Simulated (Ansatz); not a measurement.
Saddle point of AlSiH₄ClF₂, singlet (AlSiH₂ClF₂ ([F][Al]([F])([SiH2])[Cl]) + H₂ → AlSiH₄ClF₂ ([F][Al]([F])([SiH3])[ClH]); bonds formed: Cl2–H5, Si6–H7; bonds broken: H5–Si6, H5–H7; bonds weakened to dative contacts: Al1–Cl2), PBE0-D4/def2-TZVP structure:

```tsv
atom	x (Å)	y (Å)	z (Å)
Al1	-0.4012	-1.3895	0.0495
Cl2	-1.1324	-0.3457	-1.8380
F3	0.6886	-2.5530	-0.3704
F4	-1.7042	-1.8137	0.9657
H5	-0.3319	0.8744	-1.0715
Si6	0.6299	0.7728	0.6990
H7	0.1383	1.6034	-0.6288
H8	2.0681	1.1124	0.5270
H9	0.0447	1.7388	1.6675
```

Energies are electronic, without zero-point energy. Barriers and step energies count from the start structure reached by relaxing down the imaginary mode; all methods use the PBE0-D4 structures, on which another method's saddle can fall below an end. Ansatz 0.2.0; basis: def2-TZVPP, with def2-QZVPP for the basis limit; cores frozen in the correlated methods. B3LYP uses VWN-RPA correlation. Extrapolation: Hartree–Fock as exp(−7.88 √X), correlation as X^−2.97.

| method | barrier (kcal/mol) | step energy (kcal/mol) |
| --- | --- | --- |
| SPW92 | -1.59 | -1.90 |
| PBE-D4 | 1.62 | -2.65 |
| BLYP-D4 | 4.03 | -2.33 |
| r2SCAN-D4 | ? | -2.21 |
| B97M-V | 4.08 | -4.59 |
| PBE0-D4 | 3.51 | -3.11 |
| B3LYP-D4 | 5.35 | -2.74 |
| r2SCAN0-D4 | ? | -2.51 |
| BHLYP-D4 | 7.86 | -3.14 |
| CAM-B3LYP-D4 | 6.15 | -3.43 |
| wB97X-V | 6.44 | -4.06 |
| wB97M-V | 7.53 | -2.03 |
| B2PLYP | 6.43 | -3.04 |
| PBE-QIDH | 5.55 | -3.24 |
| RPA on PBE | ? | -5.95 |
| HF | 13.52 | -5.19 |
| MP2 | 6.70 | -2.93 |
| CCSD | 8.14 | -4.67 |
| CCSD(T) | 6.90 | -4.36 |

Question: Fill in the withheld barriers. (To be estimated.)

Answer: Computed: RPA on PBE 5.99; r2SCAN-D4 2.90; r2SCAN0-D4 4.51 kcal/mol. Each is the energy of the saddle less that of the start structure, by the same method.

For comparison, the barrier by CCSD(T) at an estimated basis limit (MP2 extrapolated from triple and quadruple zeta, plus CCSD(T) − MP2 in triple zeta) is 7.34 kcal/mol.

T1 diagnostic: at most 0.013. The end structure is not quite a true minimum (one mode of 42i cm⁻¹).

Labels in which every atom is bracketed show which atoms are joined, not bond orders.

For scale, one of the runs: CCSD(T)/def2-TZVPP, 244 basis functions, launched by `ansatz run in.yaml --threads 4 --pin off --events-out ev --progress --plain --max-ram 9574MiB`. Time: 32 s of wall clock on 4 CPU threads of an Intel Xeon 6975P-C; the host was shared. Peak host memory: 5 GiB.
